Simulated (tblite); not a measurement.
Compound: C6H8Cl2.
Cartesian coordinates in Å at the GFN2-xTB level; atoms count from 1:
```xyz
16
C6H8Cl2 angstrom
C     -2.460   -0.427   -0.666
C     -1.211   -0.225   -0.304
C     -0.016   -1.113   -0.079
C      0.704    0.079    0.587
C      2.069    0.445    0.046
Cl     3.250   -0.828    0.464
C     -0.454    0.996    0.142
Cl    -1.212    1.966    1.426
H     -3.172    0.380   -0.707
H     -2.817   -1.409   -0.928
H      0.459   -1.445   -1.002
H     -0.190   -1.978    0.557
H      0.748   -0.019    1.672
H      2.432    1.376    0.482
H      2.060    0.523   -1.042
H     -0.196    1.689   -0.660
```

Method: GFN2-xTB as coded in tblite; computed harmonic values from a numerical Hessian at the method's own geometry, unscaled. The method is semi-empirical: single wavenumbers can be off by several per cent or more. One conformer, not necessarily the lowest.

Harmonic wavenumbers (cm⁻¹): 47.5, 63.4, 131.3, 151.9, 235.8, 284.2, 339.9, 450.8, 460.6, 586.0, 673.6, 724.3, 802.3, 864.5, 880.4, 904.0, 932.1, 960.1, 1018.4, 1043.6, 1069.6, 1101.8, 1143.0, 1166.4, 1185.3, 1196.9, 1217.4, 1229.1, 1242.6, 1317.2, 1394.9, 1435.2, 1449.2, 1772.9, 2943.7, 2973.3, 2981.8, 2989.8, 2999.6, 3017.1, 3105.0, 3132.8.

A = 2429, B = 763.0, C = 611.9 MHz; mass 150.000 u (most abundant isotopes); point group C1, symmetry number 1.

**Question.** Zero-point energy?

**Answer.** ½Σν̃ = 26810 cm⁻¹ = 76.65 kcal/mol.

**Question.** What is S at 298.15 K and 1 bar for an ideal gas of classical rigid rotors and harmonic oscillators?

**Answer.** Translation 40.95, rotation 30.03, vibration 23.61: S = 94.6 cal/(mol K).

**Question.** And Cp and H(298.15 K) − H(0)?

**Answer.** Cp = 32.52 cal/(mol K), of which vibrations give 24.57 (their classical limit is 42 R = 83.5); H(298.15 K) − H(0) = 6.01 kcal/mol without the zero-point energy, 3.64 from vibrations.

**Question.** Which modes carry the vibrational entropy at 298.15 K?

**Answer.** 47.5 cm⁻¹: 4.92; 63.4 cm⁻¹: 4.35; 131.3 cm⁻¹: 2.93; 151.9 cm⁻¹: 2.65; 235.8 cm⁻¹: 1.83; 284.2 cm⁻¹: 1.51 cal/(mol K); the other 36 give 5.42 together.

**Question.** How do the functions run with temperature in this model?

**Answer.** 
```json
{"T (K)": "50", "S (cal/(mol K))": "59.7", "Cp (cal/(mol K))": "12.5", "H − H(0) (kcal/mol)": "0.49", "G − H(0) (kcal/mol)": "-2.49", "ln q(vib)": "0.51"}
{"T (K)": "100", "S (cal/(mol K))": "69.7", "Cp (cal/(mol K))": "16.6", "H − H(0) (kcal/mol)": "1.23", "G − H(0) (kcal/mol)": "-5.75", "ln q(vib)": "1.56"}
{"T (K)": "373.15", "S (cal/(mol K))": "102.6", "Cp (cal/(mol K))": "39.2", "H − H(0) (kcal/mol)": "8.71", "G − H(0) (kcal/mol)": "-29.58", "ln q(vib)": "7.28"}
{"T (K)": "500", "S (cal/(mol K))": "115.5", "Cp (cal/(mol K))": "48.9", "H − H(0) (kcal/mol)": "14.31", "G − H(0) (kcal/mol)": "-43.43", "ln q(vib)": "9.92"}
{"T (K)": "750", "S (cal/(mol K))": "138.0", "Cp (cal/(mol K))": "61.8", "H − H(0) (kcal/mol)": "28.29", "G − H(0) (kcal/mol)": "-75.19", "ln q(vib)": "15.04"}
{"T (K)": "1000", "S (cal/(mol K))": "156.9", "Cp (cal/(mol K))": "70.0", "H − H(0) (kcal/mol)": "44.83", "G − H(0) (kcal/mol)": "-112.11", "ln q(vib)": "19.86"}
```

q(vib) and H(0) count from the zero-point level.

**Question.** Blend soft modes into free rotors: weight 1/[1 + (100 cm⁻¹/ν̃)⁴] for the oscillator and the rest for a rotor with moment μB/(μ + B), μ = h/(8π²ν), B = 10⁻⁴⁴ kg m². What vibrational entropy results?

**Answer.** 21.35 cal/(mol K) in place of 23.61, which changes −T·S at 298.15 K by +0.67 kcal/mol.

**Question.** What must be added to the electronic energy to get the Gibbs energy at 298.15 K and 1 bar?

**Answer.** ZPE + [H(298.15 K) − H(0)] − T·S = 76.65 + 6.01 − 28.20 = 54.46 kcal/mol.

Hindered rotation and anharmonicity are outside this model. Other conformers, if any are populated, would add a mixing term that is left out. The structure is chiral; the term R ln 2 for an equal mix with its mirror image is left out.
